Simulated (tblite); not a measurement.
**Question.** Write a Z-matrix for InChI=1S/C5H12SSi/c7-5-2-1-3-6-4-5/h5H,1-4H2,7H3/t5-/m1/s1 as optimised with GFN2-xTB.

**Answer.** 
Z-matrix in Å and degrees, rows numbered from 1:
```
Si
C   1  1.9117
C   2  1.5297  1  111.42
C   3  1.5288  2  112.48  1   174.99
C   4  1.5191  3  111.93  2    62.36
S   5  1.8194  4  111.02  3   -63.53
C   2  1.5179  1  110.44  3  -123.43
H   1  1.4639  2  108.88  3    61.42
H   1  1.4625  2  108.28  3   -58.09
H   1  1.4620  2  108.88  3  -178.58
H   2  1.0964  1  108.70  3   118.83
H   3  1.0924  2  109.42  1    53.91
H   3  1.0942  2  109.36  1   -63.61
H   4  1.0928  3  109.57  2   -58.79
H   4  1.0935  3  109.42  2  -177.04
H   5  1.0919  4  111.29  3    56.63
H   5  1.0891  4  111.42  3   178.80
H   7  1.0892  2  111.69  1   -55.01
H   7  1.0918  2  111.33  1    67.03
```

S6 (sulfide sulfur) is bent (angle 96.7°). The 6-membered ring C2–C3–C4–C5–S6–C7 has internal angles of 96.7° to 112.5° (sum 655°, against 720° for a flat polygon); it is puckered, 0.28 Å rms from its mean plane, widest ring torsion 64°. Of the pairs four or more bonds apart, H11···H14 is among the closest relative to their van der Waals radii: 2.51 Å, 104 % of the sum of Bondi's values. Si1 (SiH3 silicon) is tetrahedral (angles from 108.3° to 110.8°).

Computed geometry: GFN2-xTB, gas phase.

Point group: C1 (no symmetry element, even within 0.4 Å). Its GFN2-xTB frequencies are all real (lowest 108 cm⁻¹). The numbers are those of one conformer (Si1–C2–C3–C4 175°, C2–C3–C4–C5 62°, C3–C4–C5–S6 -64°, C4–C5–S6–C7 57°). 2 starts were optimised and ended at 0.00 and 4.95 kcal/mol (GFN2-xTB); the lowest of these is shown.

On one thread, Arm Neoverse V1 (aarch64), shared host with 32 logical CPUs at a one-minute load of 22, this took 0.21 s wall. That covers the optimisation of the geometry.
